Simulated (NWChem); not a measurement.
Molecule: BeNH$_{3}$; SMILES [BeH][NH2]

```xyz
5

Be    -0.0010    -0.9433     0.0000
H     -0.0037    -2.2789     0.0000
N     -0.0002     0.5607     0.0000
H     -0.0002     1.1528    -0.8246
H     -0.0002     1.1528     0.8246
```
Atoms are numbered in this order, from 1.

Results from NWChem. Geometry: optimised at PBE0/def2-SVP. Vzz is the largest principal value of the second derivative of the potential at the nucleus (NWChem prints the opposite sign); η is the asymmetry. Non-relativistic.

Question: Predict the results for CAM-B3LYP/def2-SVP. Quantities: Vzz Be1 (a.u.); η Be1; Vzz N3 (a.u.); η N3.

Answer: Vzz Be1 (a.u.): -0.220
η Be1: 0.36
Vzz N3 (a.u.): -0.707
η N3: 0.89
